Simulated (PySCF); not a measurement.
Spin states of LiI⁺

Unrestricted PBE0; Li x2c-SVPall, I x2c-SVPall; spin-free X2C with a Gaussian nucleus (PySCF 2.14). Outer shells of the fragments: Li+ closed shells only; I 4d10 5s2 5p5.

Followed along the bond (rough minima from three points):

```
2Ms+1   unpaired  ⟨S²⟩ at the start  R at minimum (Å)  Te (eV)
    2        π ↑               0.75              2.74     0.00
    2        σ ↑               0.75              3.22     0.74
    4  σ ↑, π ↑↑               3.75  none in the scan   ≤ 5.84
```

Solutions found at the starting distance of 2.695 Å, counted from the lowest of them; the search is not exhaustive and high or unbound solutions are not listed, so other states can lie among these:

```tsv
2Ms+1	unpaired	term	E (eV)	⟨S²⟩	⟨Lz²⟩	μ (D)
2	π ↑	²Π	0.00	0.75	1.00	-9.57
2	σ ↑	²Σ⁺	0.81	0.75	0.00	-9.86
4	σ ↑, π ↑↑	⁴Σ⁻	6.66	3.75	0.00	0.11
2	σ ↓, π ↑↑	mixed	6.75	1.75	0.00	0.53
4	σ ↑↑, π ↑	⁴Π	7.06	3.75	1.00	-0.54
2	σ ↑, π ↑↓	mixed	7.13	1.76	2.01	0.30
4	π ↑↑↑	⁴Π	7.81	3.75	1.00	0.27
4	σ ↑, π ↑↑	mixed	8.15	3.75	2.00	-0.05
4	σ ↑, π ↑↑	mixed	8.31	3.75	2.00	0.20
```

A term symbol is given only where ⟨S²⟩ and ⟨Lz²⟩ are close to those of a pure state; real π, δ and φ orbitals otherwise mix terms. A positive dipole points towards I; it is taken about the centre of mass and depends on that origin.

Compare the gap between the two lowest followed solutions at the starting distance with the gap between their minima.

At PBE0 the second solution (doublet, unpaired electrons σ ↑) lies +0.81 eV from the first (doublet, unpaired electrons π ↑) at 2.695 Å and +0.74 eV at the minima; the two curves relax by different amounts, since their minima lie near 3.22 and 2.74 Å.

Spin–orbit coupling is left out. Counting both spins, an empty level lies below a filled one in some of these solutions, because spin and occupation are held.
